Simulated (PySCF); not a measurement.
C3H7Al.
SMILES with atom numbers: `[CH2:1]=[CH:2][CH2:3][AlH2:4]` (hydrogens: H5, H6 on C1; H7 on C2; H8, H9 on C3; H10, H11 on Al4)

Structure used (PBE0-D3(BJ)/def2-SVP), in Å, numbered top down from 1:
```xyz
11
C3H7Al angstrom
C     -1.0590    0.8380   -0.2763
C     -0.6971   -0.3027    0.4355
C      0.1477   -1.3358   -0.0577
Al     1.1757    0.5071   -0.2387
H     -1.1313    0.8136   -1.3694
H     -1.5775    1.6541    0.2300
H     -0.7982   -0.2419    1.5284
H      0.4281   -2.1422    0.6230
H      0.0598   -1.6219   -1.1129
H      1.9349    1.0880    1.0237
H      1.5550    0.7178   -1.7613
```

Method used: core-valence-separated Tamm–Dancoff BHandHLYP/aug-pcX-1 (pcseg-1 on H, def2-SVPD on Al) in PySCF, non-relativistic, gas phase, PBE0-D3(BJ)/def2-SVP geometry. The energies are unshifted.

Question: What does the C 1s absorption edge look like?

Answer: 
| E (eV) | f | core hole on | main final orbital | polarisation |
| --- | --- | --- | --- | --- |
| 282.85 | 0.0698 | C2 | LUMO (82 %) | – |
| 283.10 | 0.0420 | C1 | LUMO (80 %) | normal to the local trigonal plane |
| 283.46 | 0.0271 | C3 | LUMO (81 %) | – |
| 285.47 | 0.0074 | C3 | LUMO+2 (62 %) | – |
| 285.76 | 0.0076 | C1 | LUMO+1 (69 %) | in the local trigonal plane |
| 285.93 | 0.0141 | C3 | LUMO+1 (35 %) | – |
| 286.10 | 0.0238 | C3 | spread | – |
| 286.33 | 0.0234 | C1 | spread | mixed |
| 286.42 | 0.0128 | C1 | spread | mixed |
| 286.75 | 0.0073 | C3 | spread | – |
| 286.87 | 0.0217 | C2 | LUMO+2 (48 %) | – |
| 286.98 | 0.0048 | C1 | LUMO+4 (31 %) | in the local trigonal plane |
| 287.06 | 0.0049 | C3 | LUMO+6 (51 %) | – |
| 287.28 | 0.0016 | C3 | LUMO+3 (37 %) | – |
| 287.33 | 0.0045 | C1 | LUMO+6 (31 %) | in the local trigonal plane |

The first line with a tenth or more of the strongest one's intensity is at 282.85 eV (f = 0.070), with the hole on C2 (alkene CH carbon). It is also the strongest listed.

Roots within 0.03 eV whose holes lie on the same, on equivalent or on shared atoms are summed into one line, and the highest roots are left out, as the search may have cut off their partners. Final orbitals are the ground state's empty Kohn–Sham orbitals. A dash: too weak, shared between unlike atoms, or no plane or axis to refer to.

Question: What are the wavelength and the wavenumber of the 286.33 eV line?

Answer: λ = 12398.42 eV Å/286.33 eV = 43.301 Å; 2.3094 × 10⁶ cm⁻¹.

Only the lowest roots of each edge were sought.

One conformer stands for the species.
